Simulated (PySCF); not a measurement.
# Dipole moment and polarisability of `C=C[Si@@](O)(C=O)[SiH2]S`

C3H8O2SSi2.
SMILES with atom numbers: `[CH2:1]=[CH:2][Si@@:3]([OH:4])([CH:5]=[O:6])[SiH2:7][SH:8]` (hydrogens: H9, H10 on C1; H11 on C2; H12 on O4; H13 on C5; H14, H15 on Si7; H16 on S8)

Geometry (GFN2-xTB, Å), atoms numbered from 1 in this order:
```
atom  x, y, z in Å
C1    -2.629   -0.728   -0.435
C2    -1.580   -0.470    0.333
Si3   -0.033    0.445   -0.255
O4    -0.112    0.923   -1.808
C5     0.032    2.033    0.833
O6    -0.081    3.127    0.334
Si7    1.904   -0.795   -0.262
S8     2.232   -1.466    1.767
H9    -3.492   -1.268   -0.079
H10   -2.665   -0.407   -1.464
H11   -1.588   -0.824    1.357
H12   -0.523    1.753   -2.045
H13    0.175    1.946    1.928
H14    1.868   -2.024   -1.060
H15    3.141   -0.098   -0.630
H16    3.343   -2.139    1.527
```

Level: B3LYP/def2-SVPD (PySCF), static field, nuclei fixed, core orbitals frozen in the response. The polarisability tensor in these axes (au):

```
x   130.84  -3.45  11.47
y    -3.45 119.11  -3.96
z    11.47  -3.96 113.34
```

What are the eigenvalues, a third of the trace, and Δα (Δα² = ½Σ(αi − αj)² over the three pairs)?

Principal values 107.30, 118.21 and 137.78 au; mean 121.10 au = 17.94 Å³ = 19.97 × 10⁻⁴⁰ C²·m²/J; Δα = 26.75 au (22 % of the mean).

What is the dipole moment, and where does it point?

(-0.92, -1.38, -0.32) D, 1.69 D in size, pointing from the negative to the positive side. Measured along this direction, the outermost atoms are O6 at the negative end and H9 at the positive end.

Estimate the molar refractivity from the static electronic polarisability.

Lorentz–Lorenz: R = (4π/3)N_A α = 2.5225 cm³/(mol·Å³) × 17.94 Å³ = 45.3 cm³/mol, in the limit of long wavelengths.

Find the Langevin capture rate constant for NO+ (29.998 u) meeting this molecule (163.978 u), k = 2.342 × 10⁻⁹ cm³/s × √(α in Å³ / reduced mass in u).

The reduced mass is 25.36 u, so k = 1.97 × 10⁻⁹ cm³/s. The formula leaves out the permanent dipole, which adds to the capture rate.

Traceless (Buckingham) quadrupole moment about the centre of nuclear charge: eigenvalues?

-11.50, 0.23, 11.27 D·Å. The values depend on the origin, since the dipole doesn't vanish. The electronic extent ⟨r²⟩ about the same centre is 1931 bohr², a root-mean-square distance of 2.51 Å for the 86 electrons.

In a dilute gas of rigid molecules at 273 K, how does the orientational term μ²/3kT compare with the electronic polarisability?

In Gaussian units μ²/3kT = 25.35 Å³ against 17.94 Å³, a ratio of 1.41; the Debye molar polarisation (4π/3)N_A(α + μ²/3kT) is 109.2 cm³/mol, leaving out the vibrational part.

One conformer (not necessarily the lowest) at the GFN2-xTB geometry, without solvent, vibrations or thermal averaging.
